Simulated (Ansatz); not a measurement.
**Reading a saddle point**

A first-order saddle point of BNH3ClF2, closed shell, PBE0-D4/def2-TZVP, with one imaginary mode of 879i cm⁻¹:

B1  (-0.385, -0.731, 0.041)
N2  (-0.278, 0.767, -0.024)
F3  (-0.645, -1.377, -1.072)
F4  (-0.580, -1.283, 1.217)
H5  (0.958, 0.615, -0.053)
Cl6  (2.144, -0.450, -0.042)
H7  (-0.631, 1.195, -0.871)
H8  (-0.584, 1.265, 0.804)
(Å)

Computed with Ansatz 0.2.0 (basis: def2-TZVPP and def2-QZVPP); correlated methods freeze the cores. Extrapolation: Hartree–Fock as exp(−7.88 √X), correlation as X^−2.97.

(1) Which contacts change along the imaginary mode, and what lies on either side? (A judgement: the text doesn't fix the answer.)

(2) Which side is lower, and how far does the saddle lie above each? (An estimate is asked for; the value comes from the calculation.)

The T1 diagnostic stays at or below 0.012.

## Answers

(1) By the calculation: The step is BNH₂F₂ ([NH2][B]([F])[F]) + HCl → BClF₂ ([F][B]([F])[Cl]) + NH₃ (still joined by a long B–N bond), with the molecules in contact on both sides. Shortening one way: B1–Cl6, N2–H5; lengthening the same way: B1–N2, H5–Cl6.
```
  pair  one side (Å)  saddle (Å)  other side (Å)
B1–Cl6          3.93        2.55            1.85
 N2–H5          2.03        1.25            1.02
 B1–N2          1.41        1.50            1.65
H5–Cl6          1.30        1.59            2.90
```

(2) The calculation gives: The side with B1–Cl6, N2–H5 short is lower by 52.4 kJ/mol; the saddle lies 123.0 kJ/mol above it and 70.5 kJ/mol above the other (CCSD(T) at an estimated basis limit (MP2 extrapolated from triple and quadruple zeta, plus CCSD(T) − MP2 in triple zeta); electronic energies).

Hydrogen chloride, the by-product of chloride precursors, can attack films and sites by steps of this kind.

Labels in which every atom is bracketed show which atoms are joined, not bond orders.

For scale, one of the runs: CCSD(T)/def2-TZVPP, 208 basis functions, launched by `ansatz run in.yaml --threads 4 --pin off --events-out ev --progress --plain --max-ram 9574MiB`. Time: 100 s of wall clock on 4 CPU threads of an Intel Xeon; the host was shared. Peak host memory: 3 GiB.
